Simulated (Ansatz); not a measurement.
`F[Si]O[SiH3]` + HBr → `F[Si]Br` + silanol at 500 K and 1 bar (ligand exchange at the Si–O bond).

Calculated with Ansatz (gas phase, PBE0-D4/def2-TZVP geometries, no zero-point term in ΔE). CBS: MP2 limit from def2 TZ/QZ plus the TZ coupled-cluster correction, frozen cores. For Br outer-core shells are correlated without core-valence functions, which leaves a few kJ/mol of doubt a bond. Scalar relativity is left out up to krypton. Each species was taken in one conformer, which may not be the lowest.

```json
{"species": "`F[Si]O[SiH3]`", "CCSD(T)/CBS energy (Eh)": "-755.04483", "H − E (kJ/mol)": "122.9", "S (J/(mol·K))": "392.2"}
{"species": "HBr", "CCSD(T)/CBS energy (Eh)": "-2573.91920", "H − E (kJ/mol)": "30.5", "S (J/(mol·K))": "213.7"}
{"species": "`F[Si]Br`", "CCSD(T)/CBS energy (Eh)": "-2962.26094", "H − E (kJ/mol)": "31.7", "S (J/(mol·K))": "314.0"}
{"species": "`O[SiH3]`", "CCSD(T)/CBS energy (Eh)": "-366.69042", "H − E (kJ/mol)": "127.5", "S (J/(mol·K))": "292.9"}
```

H − E and S are ideal-gas, rigid-rotor, harmonic terms from PBE0-D4/def2-TZVP, for one conformer and one mirror image of each species. 1 Eh = 2625.50 kJ/mol, R = 8.31446 J/(mol·K).

Task: By hand: ΔE, ΔH, ΔS and ΔG.

Result: ΔE = (-2962.26094) + (-366.69042) − (-755.04483) − (-2573.91920) = 0.01267 Eh = 33.3 kJ/mol. Δ(H − E) = 31.7 + 127.5 − 122.9 − 30.5 = 5.8, so ΔH = 39.1 kJ/mol. ΔS = 314.0 + 292.9 − 392.2 − 213.7 = 1.0 J/(mol·K). ΔG = 39.1 − 500 × (1.0)/1000 = 38.6 kJ/mol.

Task: By hand: the equilibrium constant, and the temperature at which ΔG would vanish if ΔH and ΔS stayed fixed.

Result: log₁₀ K = −ΔG/(RT ln 10) = -4.0. ΔG = 0 at ΔH/ΔS = 39100 K, far beyond where these terms or the molecules hold.

The number of gas molecules stays the same, so ΔS is small and ΔH decides. A doubt of 5 kJ/mol in ΔE shifts log₁₀ K by 0.5 here. Other conformers and mirror images would add mixing entropy, several J/(mol·K) or more a flexible species. Modes under 60 cm⁻¹, often nearly free rotors, make the harmonic entropy too high. These are equilibria of isolated gas molecules and say nothing of rates. Largest T1 diagnostic: 0.014 (customary marks: 0.02 for closed shells, 0.045 for open ones).
